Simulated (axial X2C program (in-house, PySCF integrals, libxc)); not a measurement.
# Spectroscopic constants of ZrB

Computed with an in-house all-electron X2C program for linear molecules (integrals from PySCF). Spin-free means the one-electron spin-free X2C Hamiltonian. Basis: Zr dyall-cv3z [11s12p9d6f3g], B dyall-v3z [7s6p2d1f] (cores contracted in-house); Gaussian nuclei, density fitting, unrestricted open shells. Masses: Zr 89.905 u, B 11.009 u.

Input:
```json
{"zs": [40, 5], "q": 0, "bas": ["dyall-cv3z", "dyall-v3z"], "levels": ["PBE0", "HF", "PW91", "B3LYP", "PBE"], "cc": true, "r0": 2.39, "thr": -2.0, "nmax": 140}
```
```bash
python so2c.py task.json out
```

Keys: zs atomic numbers; q charge; bas basis sets; levels methods; cc coupled cluster on or off; r0 starting distance in Å; thr threshold in hartree for freezing inner shells (an s shell follows its p shell); nmax most natural virtual spinors. HF also brings MP2.

State, spin-free: M_S = 5/2, Λ = 2 (beyond evenly filled blocks: 2 × σα, π+α, π-α, δ+α); electrons by block: σα: 12, σβ: 10, π+α: 5, π+β: 4, π-α: 5, π-β: 4, δ+α: 2, δ+β: 1, δ-α: 1, δ-β: 1. Fragments: Zr + B.

```csv
Hamiltonian,level,Re (Å),ωe (cm⁻¹),αe (cm⁻¹),k (mdyn/Å),μ (D)
spin-free,PBE0,2.145,622.9,0.00229,2.24,-3.67
spin-free,CCSD,2.146,658.5,n/a,2.51,n/a
spin-free,PW91,2.166,594.4,0.00243,2.04,-3.23
spin-free,B3LYP,2.160,604.2,0.00236,2.11,-3.52
spin-free,PBE,2.167,593.0,0.00244,2.03,-3.24
```

Correlated methods: 15 electrons correlated (number of frozen shells: Zr 3 s, 2 p, 1 d; B 1 s), 287 virtual spin orbitals or spinors in MP2, 140 natural virtuals in coupled cluster.

Dipoles are positive if B is the positive end.

One determinant describes the state; a PBE0 search over occupations chose it and may have missed a lower one. De is not given where an atomic determinant may have missed its ground term or J level, or where the truncated virtual space spoils (T). CCSD ran in a truncated set of natural virtual spinors with an MP2 remainder; without triples it tends to underbind. PBE0 can misorder states that lie within some tenths of an eV, so this need not be the ground state of the molecule. The nearest other spin-free determinant of the search, M_S = 3/2, Λ = 1, lies 0.50 eV up at the distance of the search. Without a current term, density functionals place determinants with orbital angular momentum somewhat too high. The spin of this state cannot come from the lowest atoms; the curve heads to a higher limit, and no De is given. At some level and bond length an empty orbital lies below a filled one.

No reliable constants came from B3LYP (2c), CCSD (2c), CCSD(T) (2c), CCSD(T) (spin-free), HF (2c), HF (spin-free), MP2 (2c), MP2 (spin-free), PBE (2c), PBE0 (2c), PW91 (2c): no minimum in range, unconverged points, a curve that is not smooth, a change of character along it, or the two Hamiltonians disagreeing along it.
